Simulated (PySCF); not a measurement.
Sb(H)(TeH)2 (H3SbTe2), SMILES [TeH][SbH][TeH]. Coordinates come from a PBE0-D3(BJ)/def2-SVP optimisation. The structure was generated by enumeration; whether it is a known compound was not checked. The def2 effective core potentials stand for the cores of Sb, Te; spin–orbit coupling is left out.

Computed equilibrium geometry at PBE0-D3(BJ)/def2-SVP (PySCF confirms it by a frequency run) as a Z-matrix, and its point group:
point group Cs.
```
Sb
H 1 1.7160
Te 1 2.7801 2 89.63
H 3 1.6660 1 90.24 2 165.10
Te 1 2.7801 2 89.63 3 -104.09
H 5 1.6660 1 90.24 2 -165.10
```
Charge 0, spin multiplicity 1.
